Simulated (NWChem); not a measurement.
Species: C₂H₆OSe; SMILES [Se](OC)C

```xyz
10

Se    -0.4527     0.5106    -0.0445
C      1.3435     1.2231     0.0457
H      1.2696     2.2859    -0.2306
H      2.0171     0.7168    -0.6587
H      1.7236     1.1410     1.0726
O     -0.0972    -1.1421     0.6079
C      0.3062    -2.0959    -0.3420
H      1.2653    -1.8346    -0.8269
H      0.4440    -3.0424     0.2047
H     -0.4488    -2.2528    -1.1329
```
Atoms are numbered in this order, from 1.

All runs use the structure optimised with PBE0/def2-SVP.

Q: List the 4 lowest vertical singlet excitations from B3LYP/def2-SVPD, TDA (NWChem).

A: 
| state | energy (eV) | oscillator strength | leading excitation (squared amplitude) |
|---|---|---|---|
| S1 | 3.81 | 0.001 | HOMO → LUMO (0.99) |
| S2 | 5.27 | 0.007 | HOMO−1 → LUMO (0.97) |
| S3 | 5.37 | 0.001 | HOMO → LUMO+1 (0.97) |
| S4 | 5.59 | 0.052 | HOMO → LUMO+2 (0.94) |
